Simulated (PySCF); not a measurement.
Zn(H)2 cation (H2Zn), SMILES [ZnH2] (connectivity only; charge and spin as stated), charge +1, multiplicity 2. Atoms are numbered in the order given.

```xyz
3

Zn     0.0000     0.0000     0.0000
H      0.0000     0.0000    -1.6513
H      0.0000     0.0000     1.6513
```
Charge +1, spin multiplicity 2.

Coordinates come from a TPSSh-D3(BJ)/def2-TZVPD optimisation. A frequency run showed that this geometry is not a minimum. The spin state was assumed, not searched. The isomer is the one that the SMILES or the coordinates give; other isomers of the formula were not compared.

The numbers are results of PySCF 2.14.0 with TPSSh-D3(BJ)/def2-TZVPD, not measurements.

Frequencies are harmonic and unscaled.

Modes within 1.5 cm⁻¹ of each other (mostly degenerate sets) share a row, with their intensities summed.

Problem. Give all harmonic wavenumbers and intensities. (Estimate from the structure and the level; the computed values follow.)

Solution. 
```
mode  ν (cm⁻¹)  IR (km/mol)  moving atoms (share of kinetic energy)
----  --------  -----------  --------------------------------------
1–2        83i          7.5                                  H 97 %
3          864       2772.1                                  H 97 %
4         1497          0.0                                 H 100 %
```
